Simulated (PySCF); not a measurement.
Orbital energies, ionisation energy and electron affinity

BH7NPSi.
Structure used (PBE0-D3(BJ)/def2-SVP), in Å, numbered top down from 1:
```
atom  x, y, z in Å
B1     2.4609   -0.0374    0.2698
P2     0.8691    0.8616    0.5194
Si3   -0.8016   -0.5000   -0.0928
N4    -2.2922    0.2632    0.3208
H5     2.5281   -1.1904    0.6234
H6     3.4407    0.5511   -0.1160
H7     0.8401    1.9688   -0.3668
H8    -0.8672   -0.7661   -1.5605
H9    -0.4510   -1.7777    0.6096
H10   -2.4706    0.5634    1.2726
H11   -3.1475   -0.0166   -0.1458
```

Level: B3LYP/def2-SVPD (PySCF). Frontier orbitals with their largest atomic shares (Löwdin; up to four atoms above 4 %):

```
orbital  ε (eV)                            main atoms
 HOMO−3   -9.24    B1 34 %, P2 22 %, H5 22 %, H7 10 %
 HOMO−2   -8.77   P2 25 %, B1 22 %, Si3 17 %, H6 13 %
 HOMO−1   -7.39     N4 55 %, Si3 14 %, H9 9 %, P2 7 %
   HOMO   -7.01                                     ?
   LUMO   -1.74      B1 49 %, P2 24 %, H5 8 %, H6 8 %
 LUMO+1   -0.20  Si3 31 %, N4 14 %, H11 12 %, P2 12 %
 LUMO+2    0.24   P2 25 %, Si3 20 %, B1 19 %, H7 18 %
```

Question: What vertical ionisation energy does ΔSCF give, and how far is −ε(HOMO) from it?

Answer: ΔSCF: 9.14 eV (882 kJ/mol; threshold wavelength 136 nm); ⟨S²⟩ of the doublet left behind is 0.756, against 0.75 for a pure doublet. −ε(HOMO) is 7.01 eV, 2.13 eV below it. In exact Kohn–Sham theory the two would be equal; B3LYP (global hybrid, 20 % exact exchange) falls short of its own ΔSCF value by 23 %.

Question: On which atoms does the HOMO lie?

Answer: P2 (three-coordinate phosphorus) 58 %, B1 (three-coordinate boron) 18 %, Si3 (SiH2 silicon) 10 %, H7 (P–H hydrogen) 6 %, so more than half of it is on one atom. The HOMO−1 lies 0.38 eV lower.

Question: And the vertical electron affinity, the fundamental gap, Mulliken's electronegativity and the hardness (with the factor ½)?

Answer: EA = -0.13 eV by ΔSCF (−ε(LUMO) = 1.74 eV); a negative value means that the added electron isn't bound at this geometry and level, and the number then depends on the basis. IE − EA = 9.27 eV against an orbital gap of 5.27 eV; (IE + EA)/2 = 4.50 eV; (IE − EA)/2 = 4.64 eV.

Question: What total energies stand behind the ΔSCF value?

Answer: E(N) = -714.46757 Eh and E(N − 1) = -714.13178 Eh at the same geometry, 0.33579 Eh apart. With one more electron, E(N + 1) = -714.46268 Eh.

Question: Shift the occupied levels rigidly so that −ε(HOMO) equals the ΔSCF value. What binding energies result?

Answer: The shift is +2.13 eV: HOMO 9.14, HOMO−1 9.52, HOMO−2 10.90, HOMO−3 11.37 eV. A rigid shift is only a rough guide to the deeper ionisations.

Question: The lowest singlet excitation (vertical TDDFT, same level) lies at 4.79 eV. How far is it below IE − EA?

Answer: IE − EA = 9.27 eV, so by 4.48 eV.

One conformer (not necessarily the lowest) at the PBE0-D3(BJ)/def2-SVP geometry, without solvent, vibrations or thermal averaging.
